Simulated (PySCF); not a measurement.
This PySCF input asks for the NMR shieldings of `BBN(B)BC`, CH$_{9}$B$_{4}$N; the geometry comes from GFN2-xTB.

```python
import basis_set_exchange as bse
import numpy as np
from pyscf import gto, dft
from pyscf.prop import nmr

atoms = """
B    -1.486170   -1.318293    0.060388
B    -1.287426    0.304807    0.218770
N    -0.002306    0.985139    0.099295
B     0.074935    2.407055    0.211408
B     1.191922    0.229758   -0.140522
C     1.182430   -1.338569   -0.280722
H    -1.602771   -2.024219    0.996420
H    -1.858730   -1.794616   -0.951150
H    -2.208935    1.008645    0.434784
H     1.110251    2.943450    0.098486
H    -0.891271    3.034777    0.414516
H     2.214254    0.797865   -0.235083
H     1.599507   -1.656609   -1.235967
H     0.171814   -1.761372   -0.205812
H     1.788080   -1.809828    0.493279
"""
names = dict.fromkeys(["B", "N", "C", "H"], "pcSseg-1")
basis = {el: gto.basis.parse(bse.get_basis(n, elements=[el], fmt="nwchem")) for el, n in names.items()}
mol = gto.M(atom=atoms, basis=basis, charge=0, verbose=0)
mf = dft.RKS(mol, xc="PBE0")
mf.grids.level = 2
mf.grids.alignment = dft.numint.BLKSIZE   # the property module wants whole blocks of grid points
mf.conv_tol = 1e-9
mf.kernel()

calc = nmr.RKS(mf)   # GIAO
C = mf.mo_coeff
Co = C[:, mf.mo_occ > 0]
resp = mf.gen_response(singlet=True, hermi=2)
def vind(x):   # induced exchange potential for any number of trial vectors
    d = np.einsum("pi,xij,qj->xpq", C, 2 * x.reshape(-1, C.shape[1], Co.shape[1]), Co, optimize=True)
    return np.einsum("xpq,pi,qj->xij", resp(d - d.transpose(0, 2, 1)), C, Co, optimize=True).ravel()
mo1, _ = nmr.rhf.solve_mo1(calc, with_cphf=vind)
sigma = calc.kernel(mo1)
for i, s in enumerate(sigma):   # ppm
    print("%2d %-2s %9.2f" % (i, mol.atom_pure_symbol(i), np.trace(s) / 3))
```

Problem. Give the expected output.

Solution. 
```
 0 B      31.96
 1 B      22.29
 2 N      19.25
 3 B      38.23
 4 B      38.71
 5 C     161.73
 6 H      23.73
 7 H      23.72
 8 H      24.13
 9 H      25.51
10 H      25.48
11 H      25.37
12 H      30.07
13 H      36.92
14 H      30.12
```

These numbers come from an equivalent density-fitted implementation of the same equations, which agrees with the script to about 0.01 ppm for H and up to a few tenths of a ppm for heavy atoms, so last digits may differ.

Size and cost of the density-fitted run: 147 basis functions, 15 s wall time on 1 thread of an Arm Neoverse V2, shared host; peak memory 0.71 GiB.
